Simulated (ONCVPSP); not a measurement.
Varying the ONCV potential for Mn (Z = 25)

Base potential:

ONCVPSP 4.0.1 input, shortened (lines: element, Z, core and valence counts, functional; n l f; lmax; l rc ep ncon nbas qcut; lloc lpopt rc5 dvloc0; l nproj debl; icmod fcfact rcfact), LDA (Perdew-Zunger), scalar-relativistic:

```
  Mn 25.00    4    4        3      upf
    1    0    2.00
    2    0    2.00
    2    1    6.00
    3    0    2.00
    3    1    6.00
    3    2    5.00
    4    0    1.75
    4    1    0.25
    3
    0    2.20    0.00    4    7    2.40
    1    1.65    0.00    4    8    8.30
    2    1.50    0.00    4    9    8.50
    3    2.35    0.37    3    8    5.40
    4    5    1.35    4.00
    0    2    2.10
    1    2    1.60
    2    2    1.20
    3    1    1.70
    3    2.00    1.10
```

Cutoffs, loose and tight: the cutoffs (Ha) at which the residual kinetic energy of the hardest occupied pseudo-wave falls to 1 and 0.1 mHa per electron. They do not see the model core or the augmentation charge, which bear on the density cutoff. Test errors are all-electron minus pseudo excitation energies from the reference, over the configurations 3p6 3d5 4s2 4p0; 3p6 3d5 4s1 4p0; 3p6 3d5 4s0 4p0; 3p6 3d3 4s0 4p0. A dash means not determined; rows that change the core or the reference have their own tests. The largest error is taken over the tests solved by every variant that gives reliable tests at all: 3p6 3d5 4s0 4p0; 3p6 3d5 4s1 4p0; 3p6 3d5 4s2 4p0.

```csv
change,outcome,"cutoff, loose","cutoff, tight",bound ghosts,GHOST(+) flags above zero,largest test error (meV)
base,generated,34 Ha,93 Ha,none,s,-14
"all radii but the core radius scaled by about 1.15 (s 2.54, p 1.90, d 1.72, f 2.70 bohr); local potential polynomial inside 1.56 bohr (lpopt 5, dvloc0 4 Ha)",generated,30 Ha,34 Ha,none,s,-12
"all radii but the core radius scaled by about 1.22 (s 2.68, p 2.00, d 1.82, f 2.86 bohr); local potential polynomial inside 1.64 bohr (lpopt 5, dvloc0 4 Ha)",generated,29 Ha,32 Ha,none,s,-14
"all radii but the core radius scaled by about 1.28 (s 2.82, p 2.12, d 1.92, f 3.02 bohr); local potential polynomial inside 1.74 bohr (lpopt 5, dvloc0 4 Ha)",generated,28 Ha,31 Ha,none,s,-20
```

Task: What comes out with this change to the base: all radii but the core radius scaled by about 0.89 (s 1.96, p 1.48, d 1.34, f 2.10 bohr); local potential polynomial inside 1.20 bohr (lpopt 5, dvloc0 4 Ha)?

Result: outcome: generated; cutoff, loose: 72 Ha; cutoff, tight: 169 Ha; bound ghosts: none; GHOST(+) flags above zero: s; largest test error (meV): -18.

Task: What comes out with this change to the base: all radii but the core radius scaled by about 0.82 (s 1.80, p 1.34, d 1.22, f 1.92 bohr); local potential polynomial inside 1.10 bohr (lpopt 5, dvloc0 4 Ha)?

Result: outcome: failed: optimize: ERROR ps0norm > uunorm, code will stop. Cause: the continuity conditions at rc already need more norm inside rc than the all-electron wave has, so norm conservation cannot be met.

Task: What comes out with this change to the base: all radii but the core radius scaled by about 1.06 (s 2.34, p 1.76, d 1.60, f 2.50 bohr); local potential polynomial inside 1.44 bohr (lpopt 5, dvloc0 4 Ha)?

Result: outcome: generated; cutoff, loose: 32 Ha; cutoff, tight: 39 Ha; bound ghosts: none; GHOST(+) flags above zero: s; largest test error (meV): -12.

Reading the sweep of the scale of all radii but the core radius (base = 1) (base included, trends over the rows without a ghost): The loose cutoff falls from 72 Ha at 0.89 to 28 Ha at 1.28. A larger radius leaves more room for a smooth pseudo-wave, so fewer plane waves are needed; a smaller one forces it to follow the all-electron wave where it bends sharply. The generation fails at 0.82.
